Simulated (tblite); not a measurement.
Run record: molecular-dynamics run, `[SiH3]Cc1ncccn1`.

Computed with GFN2-xTB (tblite), gas phase: Langevin dynamics at 200 K from the optimised GFN2-xTB geometry, time step 0.5 fs, friction 0.01 fs⁻¹, 2000 steps. The input is one job of a driver script: a line of settings, then coordinates in Å. «temperature» is in K, «steps» counts time steps and «every» is the stride of the printed frames; «frames» go on to single points.

Command:
```bash
OMP_NUM_THREADS=1 python probes_run.py task.json out
```

Input:
```
{"job": {"kind": "md", "xc": "GFN2-xTB", "basis": "xTB", "temperature": 200, "steps": 2000, "every": 50, "frames": 5}, "charge": 0, "multiplicity": 1}
Si     2.434186    -0.623967     0.658629
C      1.511121     0.523699    -0.564320
C      0.058118     0.352368    -0.377015
N     -0.543874     1.129006     0.521680
C     -1.838615     0.951837     0.707680
C     -2.566004    -0.001086     0.009059
C     -1.843222    -0.765129    -0.895900
N     -0.548388    -0.595911    -1.088297
H      2.066143    -2.012745     0.387175
H      3.868832    -0.423624     0.443204
H      2.067735    -0.262412     2.027210
H      1.780559     0.259806    -1.584569
H      1.783304     1.558092    -0.366915
H     -2.303155     1.599826     1.441593
H     -3.623471    -0.140418     0.160673
H     -2.310868    -1.540398    -1.491296
```

Q: What does the run print? One trajectory will do; the random numbers aren't given.

A: 
```
t/fs     T/K      E/eV
    0.0   162.6   -608.16191
   25.0    87.1   -608.01981
   50.0   134.6   -607.97306
   75.0   139.5   -607.90359
  100.0   134.6   -607.86080
  125.0   147.2   -607.87874
  150.0   163.9   -607.83659
  175.0   188.8   -607.83707
  200.0   183.0   -607.69052
  225.0   174.8   -607.70363
  250.0   211.0   -607.84577
  275.0   219.2   -607.86418
  300.0   153.8   -607.66772
  325.0   230.8   -607.86050
  350.0   225.8   -607.83772
  375.0   203.2   -607.86828
  400.0   166.7   -607.86828
  425.0   147.2   -607.79446
  450.0   188.0   -607.78918
  475.0   197.3   -607.77880
  500.0   207.4   -607.84663
  525.0   202.1   -607.79325
  550.0   220.9   -607.72127
  575.0   171.7   -607.68852
  600.0   259.1   -607.78240
  625.0   183.0   -607.72140
  650.0   219.3   -607.85394
  675.0   201.5   -607.84558
  700.0   220.6   -607.91307
  725.0   249.8   -607.82488
  750.0   214.4   -607.72247
  775.0   259.2   -607.77674
  800.0   273.8   -607.69230
  825.0   235.1   -607.74586
  850.0   144.8   -607.68941
  875.0   207.1   -607.79555
  900.0   227.4   -607.77767
  925.0   261.2   -607.74766
  950.0   294.2   -607.78890
  975.0   255.2   -607.58735
 1000.0   268.4   -607.70185
```

E is the potential energy; T comes from the kinetic energy over all 3N coordinates.

Q: Sum up the printed frames.

A: 41 frames over 1000 fs. T runs from 87 K (25 fs) to 294 K (950 fs), with a mean of 201 K over all frames and 227 K from 500 fs on. E starts at -608.162 eV, peaks 0.575 eV above that at 975 fs, and averages 0.399 eV above it from 500 fs on.

Q: Give the last frame.

A: 1.00 Å rms from the start after alignment:
```
atom  x, y, z in Å
Si1     2.400    0.181    0.947
C2      0.900    1.294    1.212
C3     -0.367    0.574    0.921
N4     -1.544    1.110    1.310
C5     -2.632    0.471    0.872
C6     -2.599   -0.598   -0.035
C7     -1.378   -1.110   -0.386
N8     -0.273   -0.513    0.130
H9      3.001    0.567   -0.328
H10     3.305    0.646    2.066
H11     1.975   -1.225    0.991
H12     0.925    2.149    0.533
H13     0.813    1.803    2.228
H14    -3.604    0.846    1.294
H15    -3.542   -0.941   -0.495
H16    -1.184   -2.021   -0.985
```

Q: Estimate the wall time. Hardware: one thread, Arm Neoverse V1 (aarch64), no GPU (shared host). And the peak memory of the process?

A: About 13 s, with 0.18 GiB resident at the peak, the Python interpreter and its libraries included.
